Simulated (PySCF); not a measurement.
C4H10FNSi.
Geometry (GFN2-xTB, Å), atoms numbered from 1 in this order:
```
atom  x, y, z in Å
N1     2.0279    0.3739    1.3032
Si2    1.7411   -0.4198   -0.1916
F3     1.8608   -1.9811    0.2045
C4    -0.0234   -0.0487   -0.7725
C5    -1.1408   -1.0190   -0.3290
C6    -2.0390    0.1827   -0.0134
C7    -0.8164    1.1023   -0.1182
H8     2.7645    0.0249    1.8951
H9     1.9854    1.3774    1.3531
H10    2.7408   -0.2686   -1.2466
H11   -0.0478    0.0643   -1.8583
H12   -1.5008   -1.7079   -1.0909
H13   -0.8740   -1.5874    0.5592
H14   -2.5453    0.1655    0.9499
H15   -2.7748    0.3719   -0.7932
H16   -0.9376    2.0016   -0.7203
H17   -0.4278    1.3800    0.8590
```

A PySCF run (density fitting, gas phase, GFN2-xTB geometry) gave HOMO -6.03 eV, LUMO -0.07 eV, dipole 2.10 D and E = -602.145 Eh.

Question: Which of these levels was it?
A. KT2/ANO-RCC-VDZP
B. PBE/IGLO-II
C. HSE06/cc-pVDZ
D. LDA/cc-pVDZ
E. wB97X-D/def2-SVPD

Answer: B. It is PBE/IGLO-II. All candidates on this geometry:

```tsv
level and settings	kind	basis functions	SCF cycles	E (Eh)	HOMO (eV)	LUMO (eV)	dipole (D)
KT2/ANO-RCC-VDZP	GGA	152	14	-610.0756	-6.12	-0.58	2.25
LDA/cc-pVDZ, start guess sap	LDA	152	18	-598.8577	-5.91	-0.11	2.14
PBE/IGLO-II	GGA	227	14	-602.1450	-6.03	-0.07	2.10
HSE06/cc-pVDZ, grid level 1, start guess sap	screened hybrid, exact exchange at short range	152	17	-602.1676	-6.85	0.64	2.23
wB97X-D/def2-SVPD	range-separated hybrid	227	12	-602.1992	-9.40	2.00	2.27
```

The nearest other candidate, by the summed differences of HOMO and LUMO, is LDA/cc-pVDZ: its HOMO differs by +0.12 eV and its LUMO by -0.04 eV. wB97X-D ran without the empirical dispersion term, which would shift the total energy alone. Cycle counts include a coarse-grid stage where the run had one. KT2 was designed for NMR shieldings or shifts; total energies of different functionals aren't comparable. ANO-RCC sets were contracted for a scalar-relativistic Hamiltonian, but ran non-relativistically here.
